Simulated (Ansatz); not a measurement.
Relaxation of ClFH$_{2}$OZn (6 atoms, charge 0, multiplicity 1), to a largest force component of 0.03 eV/Å in at most 50 steps.

Method: RHF/def2-SVP (Ansatz 0.2.0).

```xyz
6
Properties=species:S:1:pos:R:3:forces:R:3
Zn 0.773 0.220 -0.626 -0.86 -0.08 -0.31
O -0.297 0.193 2.152 1.32 0.14 -0.32
H -0.503 -0.539 2.713 -0.02 0.00 0.02
Cl -0.517 0.013 -2.307 0.01 0.00 0.00
F 2.013 0.359 0.576 0.70 0.08 0.69
H 0.666 0.307 2.212 -1.15 -0.14 -0.08
```

**Question.** Where does it end, and by what steps?

**Answer.** The run converged. After 10 steps the energy has fallen by 0.468 eV; H3 moved furthest, 0.61 Å. Joined: Zn1–O2 (2.98 → 2.11 Å).

```
step  energy less start (eV)  largest force component (eV/Å)  accepted
   0                  0.0000                           1.319       yes
   1                 -0.1242                           1.032       yes
   2                 -0.3093                           1.549       yes
   3                 -0.3549                           2.446       yes
   4                 -0.4485                           0.911       yes
   5                 -0.4405                           0.358        no
   6                 -0.4664                           0.072       yes
   7                 -0.4665                           0.084       yes
   8                 -0.4672                           0.101       yes
   9                 -0.4676                           0.045       yes
  10                 -0.4682                           0.008       yes
```

```xyz
6
Properties=species:S:1:pos:R:3
Zn 0.689 0.214 -0.236
O -0.043 -0.011 1.732
H -0.795 -0.269 2.245
Cl -0.677 -0.090 -1.877
F 2.252 0.570 0.562
H 0.709 0.139 2.294
```

Whether the end is a true minimum wasn't checked by a vibrational analysis.

The run took 21 s on 1 thread of Arm Neoverse V2 (shared host), peak memory 0.17 GiB.
